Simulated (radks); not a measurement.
Results of a calculation; reference values are marked as such.
Task: Ionisation of the lutetium ion Lu2+, [Xe] 4f14 6s1, to Lu3+, [Xe] 4f14, under several functionals. Dirac Kohn-Sham, spin-unpolarised, spherical densities, finite nucleus; a radial shooting solver on a logarithmic mesh with Libxc functionals. The NIST Atomic Spectra Database gives 20.959 eV (measured). Rank these functionals by the error of their Delta-SCF ionisation energy: Wu-Cohen GGA; LDA (Slater exchange, Perdew-Zunger correlation); SOGGA; PW91; exchange-only PBE; LDA (Slater exchange, Perdew-Wang correlation).

Result: From best to worst: Wu-Cohen GGA 20.870 eV (-0.090); SOGGA 20.828 eV (-0.132); PW91 21.118 eV (+0.159); exchange-only PBE 20.670 eV (-0.289); LDA (Slater exchange, Perdew-Wang correlation) 21.290 eV (+0.330); LDA (Slater exchange, Perdew-Zunger correlation) 21.295 eV (+0.336). Spin polarisation and multiplet splitting are left out, so open shells lie too high by an amount that depends on their filling.

Beside tabulated values, note that spin-unpolarised runs miss the spin-polarisation part of the exchange energy of open shells.
